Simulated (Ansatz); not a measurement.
Consider the ligand exchange at the Al–Cl bond: `[F][Al]([Cl])[O][SiH3]` + H–F → `[F][Al]([F])[O][SiH3]` + HCl.

Isolated molecules relaxed with PBE0-D4/def2-TZVP in Ansatz; ΔE leaves out vibrations. CCSD(T)/CBS is the MP2 limit (def2-TZVPP, def2-QZVPP) plus CCSD(T) − MP2 in def2-TZVPP, frozen cores. This one scheme is used for every species. Functionals use def2-TZVPP. B3LYP here is the variant with VWN-RPA as its local correlation; programs differ in this. HSE06 is defined as in plane-wave codes. Each species was taken in one conformer, which may not be the lowest.

`[F][Al]([Cl])[O][SiH3]`:

Cartesian coordinates in Å:
```
F -0.124 -0.809 2.936
Al 0.659 -0.131 1.671
Cl 2.556 0.634 1.985
O -0.065 -0.068 0.181
Si -0.626 0.064 -1.344
H -1.296 -1.202 -1.737
H 0.498 0.332 -2.277
H -1.602 1.181 -1.416
```

H–F:

```xyz
2

F     0.316    0.206    0.263
H    -0.316   -0.206   -0.263
```

`[F][Al]([F])[O][SiH3]`:

```xyz
8

F     2.729   -0.179   -1.293
Al    1.168   -0.660   -1.239
F     0.671   -1.765   -2.337
O     0.123   -0.046   -0.110
Si   -0.931    0.530    0.992
H    -0.221    0.803    2.267
H    -2.002   -0.470    1.233
H    -1.536    1.788    0.486
```

HCl:

Cartesian coordinates in Å:
```
Cl 0.171 0.596 0.155
H -0.171 -0.596 -0.155
```

```tsv
level	ΔE (kcal/mol)	difference from CCSD(T)/CBS
LDA (SPW92)	-4.3	0.2
PBE-D4	-3.9	0.6
revPBE-D4	-3.7	0.8
BLYP-D4	-6.0	-1.5
r2SCAN-D4	-4.7	-0.2
PBE0-D4	-3.2	1.3
B3LYP-D4	-5.3	-0.8
r2SCANh-D4	-4.4	0.1
r2SCAN0-D4	-4.0	0.5
HSE06-D4	-3.1	1.4
BHLYP-D4	-4.8	-0.3
CAM-B3LYP-D4	-6.1	-1.6
ωB97X-V	-4.8	-0.3
ωB97M-V	-4.7	-0.2
B2PLYP	-5.9	-1.4
PBE-QIDH	-3.8	0.7
PBE	-4.5	0.0
revPBE	-4.5	0.0
BLYP	-7.1	-2.6
r2SCAN	-4.9	-0.4
PBE0	-3.8	0.7
r2SCANh	-4.6	-0.1
r2SCAN0	-4.2	0.3
BHLYP	-5.8	-1.3
CAM-B3LYP	-6.7	-2.2
HF/def2-SVP	-4.7	-0.2
MP2/def2-SVP	-5.9	-1.4
CCSD/def2-SVP	-6.3	-1.8
CCSD(T)/def2-SVP	-6.1	-1.6
HF/def2-TZVPP	-5.3	-0.8
MP2/def2-TZVPP	-4.6	-0.1
SCS-MP2/def2-TZVPP	-5.6	-1.1
CCSD/def2-TZVPP	-5.5	-1.0
CCSD(T)/def2-TZVPP	-5.2	-0.7
HF/def2-QZVPP	-6.0	-1.5
MP2/def2-QZVPP	-4.4	0.1
SCS-MP2/def2-QZVPP	-5.4	-0.9
HF/CBS(def2)	-6.0	-1.5
MP2/CBS(def2)	-3.9	0.6
CCSD/CBS(def2)	-4.8	-0.3
CCSD(T)/CBS	-4.5	0
```

Largest T1 diagnostic among the species: 0.012.

From PBE to PBE0 (25 % exact exchange), in def2-TZVPP and without D4, ΔE moves by +0.7 kcal/mol. At CCSD(T), def2-SVP lies −1.6 kcal/mol from the extrapolated value and def2-TZVPP −0.7 kcal/mol. The D4 term adds +1.0 kcal/mol with B3LYP and +0.6 kcal/mol with PBE0; it sums over pairs of atoms, weighted by their polarisabilities, and B3LYP, whose exchange is more repulsive, gets the larger term.

CCSD(T)/CBS has its own doubt, a few kJ/mol and more with outer-core shells, so smaller differences from it don't rank the levels.
